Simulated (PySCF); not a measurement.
SMILES [Cl][Sn]([Br])([Cl])[Cl], PBE0/def2-SVP optimised geometry.

```
5

Cl     1.53    -1.10     0.00
Sn    -0.79    -1.10     0.00
Cl    -1.53     1.10     0.00
Cl    -1.53    -2.14     1.93
Br    -1.63    -2.28    -1.98
```

Density from PBE0/def2-TZVP, def2 effective core potentials past Kr run with PySCF at that geometry. The core electrons that the potentials of Sn replace are not part of the density.

Minimum of the electron density along straight lines between bonded atoms, close to the bond critical point (lines longer than 1.1 times the sum of covalent radii, or with two minima, are not listed):

```
bond     length / Å  ρ at the minimum / e bohr⁻³  ∇²ρ there / e bohr⁻⁵  position (fraction from the first atom)
-------  ----------  ---------------------------  --------------------  ---------------------------------------
Cl1–Sn2       2.320                        0.092                  0.17                                     0.53
Sn2–Cl3       2.320                        0.092                  0.17                                     0.47
Sn2–Cl4       2.320                        0.092                  0.17                                     0.47
Sn2–Br5       2.455                          ___                   ___                                     0.47
```

### Question
Fill in the missing entries.

### Answer

- Sn2–Br5, ρ at the minimum / e bohr⁻³: 0.083
- Sn2–Br5, ∇²ρ there / e bohr⁻⁵: 0.10
